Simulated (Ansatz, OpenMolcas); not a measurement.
## Abstraction of Br: C2H3BrO + CCl2F → C2H3O + CBrCl2F

Species: C2H3BrO (acetyl bromide) `CC(=O)Br`, singlet; CCl2F (dichlorofluoromethyl radical) `F[C](Cl)Cl`, doublet; C2H3O (acetyl radical) `C[C]=O`, doublet; CBrCl2F (bromodichlorofluoromethane) `FC(Cl)(Cl)Br`, singlet. A radical takes Br: the energy is the difference in strength between two C–Br bonds in different surroundings.

Shapes, held fixed at every level: PBE0-D4/def2-TZVP. Programs: Ansatz 0.2.0, OpenMolcas 26.06. A level may come from different programs for different species; with the same settings they agree closely. The zero-point and thermal change to 298 K, harmonic and unscaled (PBE0-D4/def2-TZVP), is -3.2 kJ/mol.

```json
{"level": "MP2/def2-SVP", "kind": "perturbation theory", "ΔH(298 K) (kJ/mol)": "+40.1", "less CCSD(T)/def2-TZVPP": "-0.4"}
{"level": "PBE-D4/def2-TZVPP", "kind": "GGA", "ΔH(298 K) (kJ/mol)": "+56.9", "less CCSD(T)/def2-TZVPP": "+16.4"}
{"level": "r2SCAN-D4/def2-TZVPP", "kind": "meta-GGA", "ΔH(298 K) (kJ/mol)": "+62.3", "less CCSD(T)/def2-TZVPP": "+21.8"}
{"level": "B3LYP/6-31G* (spherical functions)", "kind": "global hybrid", "ΔH(298 K) (kJ/mol)": "+59.3", "less CCSD(T)/def2-TZVPP": "+18.8"}
{"level": "BHLYP-D4/def2-TZVPP", "kind": "global hybrid", "ΔH(298 K) (kJ/mol)": "+49.0", "less CCSD(T)/def2-TZVPP": "+8.5"}
{"level": "B2PLYP/def2-TZVPP", "kind": "double hybrid", "ΔH(298 K) (kJ/mol)": "+48.1", "less CCSD(T)/def2-TZVPP": "+7.6"}
{"level": "CCSD/def2-TZVPP", "kind": "coupled cluster or CI", "ΔH(298 K) (kJ/mol)": "+41.6", "less CCSD(T)/def2-TZVPP": "+1.1"}
{"level": "CCSD(T)/def2-TZVPP", "kind": "coupled cluster or CI", "ΔH(298 K) (kJ/mol)": "+40.5", "less CCSD(T)/def2-TZVPP": "0.0"}
```

The highest level, CCSD(T)/def2-TZVPP, gives ΔH(298 K) = +40.5 kJ/mol; the levels span +40.1 to +62.3. The column of differences is taken from that level and isn't an error. No measured value is set beside it here. Open shells run unrestricted. Relativity is left out for Br. Outer-core shells of Br are correlated in most correlated rows, in sets that cover them unevenly.
